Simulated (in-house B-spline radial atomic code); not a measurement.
Response and correlation along the 52-electron series, closed shell [Kr] 4d10 (4f5/2)6; the second-order energy is extrapolated in partial waves. Computed with an all-electron radial atomic-structure program (B-spline basis): relativistic RPA and second-order many-body perturbation theory on Dirac-Hartree-Fock.

Closed in jj coupling only.

```csv
ion,Z,dipole polarisability (bohr³),quadrupole polarisability (bohr⁵),ratio of RPA to uncoupled dipole,second order correlation energy (Eh),C6 of two such ions (Eh bohr⁶)
Hf20+,72,0.12871,0.083189,0.91343,-3.3736,0.13991
Ta21+,73,0.11471,0.067862,0.91195,-3.3826,0.11795
W22+,74,0.10281,0.055937,0.91082,-3.3915,0.10014
Re23+,75,?,?,?,?,?
Os24+,76,?,?,?,?,?
Ir25+,77,0.076077,0.032925,0.90889,-3.4182,0.063486
Pt26+,78,0.06934,0.027969,0.90859,-3.4271,0.055093
Au27+,79,0.063404,0.023895,0.90843,-3.4359,0.048019
Hg28+,80,0.058149,0.02052,0.90837,-3.4447,0.042024
Tl29+,81,?,?,?,?,?
Pb30+,82,0.049299,0.015343,0.90851,-3.4623,0.032543
```

Problem. Fill in the row of Re23+.

Solution. dipole polarisability (bohr³): 0.092597; quadrupole polarisability (bohr⁵): 0.046524; ratio of RPA to uncoupled dipole: 0.90996; second order correlation energy (Eh): -3.4005; C6 of two such ions (Eh bohr⁶): 0.085552.

Problem. Fill in the row of Os24+.

Solution. dipole polarisability (bohr³): 0.083766; quadrupole polarisability (bohr⁵): 0.039001; ratio of RPA to uncoupled dipole: 0.90933; second order correlation energy (Eh): -3.4094; C6 of two such ions (Eh bohr⁶): 0.073507.

Problem. Fill in the row of Tl29+.

Solution. dipole polarisability (bohr³): 0.053474; quadrupole polarisability (bohr⁵): 0.017705; ratio of RPA to uncoupled dipole: 0.9084; second order correlation energy (Eh): -3.4535; C6 of two such ions (Eh bohr⁶): 0.036916.

Problem. How fast does the dipole polarisability fall along the series?

Solution. From 0.1287 to 0.0493 bohr³; a fit of its logarithm against log Z from Z = 72 to 82 has slope -7.35.
